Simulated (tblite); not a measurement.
Species: CH₆ClFPSi₂ (doublet state).
Atom-mapped SMILES: `[F:1][C@@H:2]([Cl:3])[SiH2:4][SiH2:5][PH:6]` (hydrogens: H7 on C2; H8, H9 on Si4; H10, H11 on Si5; H12 on P6)

A start from a force field or distance geometry was refined with GFN2-xTB geometry optimisation, gas phase (tblite). Values at the start:

| coordinate | start |
| --- | --- |
| F1–C2 | 1.396 Å |
| C2–Cl3 | 1.762 Å |
| C2–Si4 | 1.851 Å |
| C2–H7 | 1.099 Å |
| Si4–Si5 | 2.219 Å |
| Si4–H8 | 1.473 Å |
| Si4–H9 | 1.455 Å |
| Si5–P6 | 2.164 Å |
| Si5–H10 | 1.471 Å |
| Si5–H11 | 1.480 Å |
| P6–H12 | 1.417 Å |
| F1–C2–Cl3 | 112.4° |
| F1–C2–Si4 | 107.1° |
| C2–Si4–Si5 | 108.6° |
| Cl3–C2–Si4 | 107.7° |
| Si4–Si5–P6 | 109.8° |
| F1–C2–Si4–Si5 | 126° |
| C2–Si4–Si5–P6 | -162° |

Question: How do these coordinates change at the GFN2-xTB level?

Answer: 
```json
{"coordinate": "Si4–Si5", "GFN2-xTB (Å or °)": "2.333", "change": "+0.114"}
{"coordinate": "C2–Si4", "GFN2-xTB (Å or °)": "1.934", "change": "+0.083"}
{"coordinate": "Si5–P6", "GFN2-xTB (Å or °)": "2.214", "change": "+0.050"}
{"coordinate": "F1–C2", "GFN2-xTB (Å or °)": "1.363", "change": "-0.033"}
{"coordinate": "P6–H12", "GFN2-xTB (Å or °)": "1.389", "change": "-0.028"}
{"coordinate": "C2–Cl3", "GFN2-xTB (Å or °)": "1.787", "change": "+0.025"}
{"coordinate": "Si5–H11", "GFN2-xTB (Å or °)": "1.465", "change": "-0.015"}
{"coordinate": "Si4–H9", "GFN2-xTB (Å or °)": "1.463", "change": "+0.008"}
{"coordinate": "C2–H7", "GFN2-xTB (Å or °)": "1.093", "change": "-0.006"}
{"coordinate": "Si4–H8", "GFN2-xTB (Å or °)": "1.471", "change": "-0.002"}
{"coordinate": "Si5–H10", "GFN2-xTB (Å or °)": "1.472", "change": "+0.001"}
{"coordinate": "F1–C2–Cl3", "GFN2-xTB (Å or °)": "108.1", "change": "-4.3"}
{"coordinate": "F1–C2–Si4", "GFN2-xTB (Å or °)": "110.4", "change": "+3.3"}
{"coordinate": "Si4–Si5–P6", "GFN2-xTB (Å or °)": "109.0", "change": "-0.8"}
{"coordinate": "Cl3–C2–Si4", "GFN2-xTB (Å or °)": "108.4", "change": "+0.7"}
{"coordinate": "C2–Si4–Si5", "GFN2-xTB (Å or °)": "108.4", "change": "-0.2"}
{"coordinate": "F1–C2–Si4–Si5", "GFN2-xTB (Å or °)": "-177", "change": "+57"}
{"coordinate": "C2–Si4–Si5–P6", "GFN2-xTB (Å or °)": "-178", "change": "-16"}
```

The energy falls by 0.572 eV over 122 L-BFGS steps, the largest force on an atom goes from 2.31 to 0.008 eV/Å, and the atoms move by 0.708 Å rms after alignment. The bond that changes most is Si4–Si5 (ends: silicon bonded to C, Si and 2 H; silicon bonded to P, Si and 2 H), which lengthens by 0.114 Å. Bonds longer at the end by more than 0.005 Å: 5 of 11; shorter: 4. Among the dihedrals that turn most is H10–Si5–P6–H12, from 55° to -50°. Rotational constants go from 3731, 566.4, 534.8 to 3265, 602.7, 532.4 MHz.

Time: 0.89 s. Hardware: one thread of an Arm Neoverse V2, shared host.

Its GFN2-xTB frequencies are all real (lowest 18 cm⁻¹). 3 starts were optimised and ended at 0.00, 0.19 and 0.45 kcal/mol (GFN2-xTB); the lowest of these is shown.

One conformer stands for the species.

The numbers are calculated, not measured.
